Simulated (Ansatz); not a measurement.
Correlation energies of `CN([SiH2]O)[SiH](F)F` by basis set

```xyz
14

C    -0.525   -0.759   -1.509
N    -0.049   -0.055   -0.315
Si    0.753   -1.011    0.887
O     1.093   -0.033    2.160
Si   -0.276    1.609   -0.077
F    -1.188    2.156   -1.256
F    -1.066    1.877    1.282
H     0.309   -1.160   -2.095
H    -1.181   -1.592   -1.237
H    -1.093   -0.088   -2.153
H     2.054   -1.527    0.400
H    -0.133   -2.153    1.247
H     0.361    0.304    2.681
H     0.940    2.431   -0.014
```

Total charge 0; spin multiplicity 1. The geometry is a stationary point of PBE0-D4/def2-TZVP. It is one conformer, not always the lowest. Frozen core, restricted reference, the Gaussian-basis code of Ansatz. CBS rows extrapolate triple and quadruple zeta; past MP2 they add the triple-zeta difference.

```
     basis     HF (Eh)  MP2 corr.  CCSD corr.       (T)  CCSD(T) total
def2-TZVPP  -948.44160   -1.35984    -1.39967  -0.04717     -949.88844
def2-QZVPP  -948.47892   -1.47366           –         –              –
 CBS(def2)  -948.48406   -1.55796    -1.59779     as TZ     -950.12902
```
